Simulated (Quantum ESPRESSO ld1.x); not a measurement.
The dysprosium ion Dy10+, configuration [Kr] 4d10 4f8 5s2 (the NIST ground configuration). Calculated with ld1.x of Quantum ESPRESSO 7.5: Dirac Kohn-Sham, PBEsol, spin-unpolarised, spherical densities, point nucleus; open shells fill j = l - 1/2 first.

Normalised radial functions P(r) = r R(r) (large component), r in bohr:

r	5s1/2	5p1/2	5d5/2
0.0008782	0.0484	0.0037	0.0000
0.001171	0.0609	0.0050	0.0000
0.001562	0.0761	0.0071	0.0000
0.002084	0.0942	0.0100	0.0000
0.002779	0.1150	0.0144	0.0001
0.003677	0.1370	0.0208	0.0001
0.004904	0.1597	0.0306	0.0003
0.006541	0.1792	0.0451	0.0007
0.008724	0.1898	0.0665	0.0015
0.01164	0.1831	0.0969	0.0033
0.01552	0.1490	0.1377	0.0072
0.0207	0.0778	0.1881	0.0151
0.02761	-0.0325	0.2411	0.0307
0.03682	-0.1658	0.2790	0.0595
0.04911	-0.2764	0.2713	0.1082
0.0655	-0.2903	0.1805	0.1810
0.08667	-0.1477	-0.0042	0.2678
0.1156	0.1416	-0.2473	0.3417
0.1542	0.4026	-0.4029	0.3368
0.2056	0.3647	-0.2922	0.1835
0.2743	-0.0690	0.1148	-0.1210
0.3658	-0.5599	0.5346	-0.4372
0.4879	-0.5385	0.5233	-0.5191
0.6507	0.1352	-0.0518	-0.2112
0.8679	0.9049	-0.7798	0.3685
1.158	1.1178	-1.0867	0.8658
1.532	0.7470	-0.8237	0.9408
2.043	0.2726	-0.3535	0.6062
2.725	0.0488	-0.0778	0.2173
3.634	0.0035	-0.0073	0.0374
4.847	0.0001	-0.0002	0.0025
6.465	0.0000	0.0000	0.0000

5s1/2: eigenvalue -196.60 eV, 4 radial nodes at r = 0.0256, 0.101, 0.265, 0.621 bohr, <r> = 1.15 bohr, 90 % of the charge inside 1.63 bohr. 5p1/2 (empty): eigenvalue -171.88 eV, 3 radial nodes at r = 0.0862, 0.256, 0.638 bohr, <r> = 1.23 bohr, 90 % of the charge inside 1.74 bohr. 5d5/2 (empty): eigenvalue -124.65 eV, 2 radial nodes at r = 0.247, 0.729 bohr, <r> = 1.48 bohr, 90 % of the charge inside 2.12 bohr.
